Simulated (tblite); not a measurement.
C₄H₉S₂ (SMILES CC(C)(C)S[S]), doublet, geometry from GFN2-xTB; tblite with GFN1-xTB.

tblite was given this input:
```
$ tblite run mol.xyz --method gfn1 --charge 0 --spin 1 --spin-polarized --json tblite.json --no-restart

# file mol.xyz
15

C     -1.26784722    -1.33145306     0.19153941
C     -0.82684775    -0.05778155    -0.50922530
C     -0.10273150    -0.35577324    -1.81101154
C     -1.98270467     0.90887361    -0.71074882
S      0.37149531     0.84791148     0.62925997
S      1.86660400    -0.35855890     0.91132312
H     -0.40994909    -1.96744072     0.40395888
H     -1.77105387    -1.10216406     1.12889812
H     -1.95570209    -1.88521390    -0.44473108
H      0.21989726     0.56507879    -2.29306335
H     -0.76567524    -0.88867324    -2.49009822
H      0.77225735    -0.97744896    -1.62796688
H     -2.45375456     1.14868409     0.24000249
H     -1.63563018     1.83378981    -1.16615462
H     -2.72919166     0.46055227    -1.36349716
```

**Question.** What does tblite print? Leave out banner, timings and long lists.

**Answer.** 
```
xTB calculator
 | screened Coulomb repulsion
 | Coulomb electrostatics
 |  * isotropic Klopman-Ohno-Mataga-Nishimoto electrostatics
 |  * onsite third-order electrostatics
 | DFT-D3(BJ) dispersion correction
 | Interactions (1)
 | [1] spin polarization

halogen bonding energy    0.0000000000000E+00 Eh
repulsion energy          2.0908998912591E-01 Eh
dispersion energy        -7.2939560651394E-03 Eh
interaction energy        0.0000000000000E+00 Eh
number of electrons       3.7000000000000E+01 e
integral cutoff           1.9731147476801E+01 bohr

------------------------------------------------------------
  cycle        total energy    energy error   density error
------------------------------------------------------------
      1     -20.64094559478  -2.0842742E+01   3.6654661E-01
      2     -20.62693909724   1.4006498E-02   2.3818327E-01
      3     -20.42193779236   2.0500130E-01   2.1195034E-01
      4     -20.68349700626  -2.6155921E-01   1.2268826E-02
      5     -20.68392774173  -4.3073547E-04   8.9099107E-03
      6     -20.68399195330  -6.4211570E-05   5.0075920E-03
      7     -20.68407873037  -8.6777076E-05   4.9055631E-04
      8     -20.68407933506  -6.0468742E-07   2.0568871E-04
      9     -20.68407960546  -2.7039646E-07   7.0550827E-05
     10     -20.68407960659  -1.1379768E-09   2.7182707E-05
     11     -20.68407960841  -1.8136497E-09   5.6376597E-06
------------------------------------------------------------

electronic energy        -2.0885875641469E+01 Eh
total energy             -2.0684079608408E+01 Eh

Post processing:
 | Mayer-Wiberg bond orders

[Info] JSON dump of results written to 'tblite.json'
```
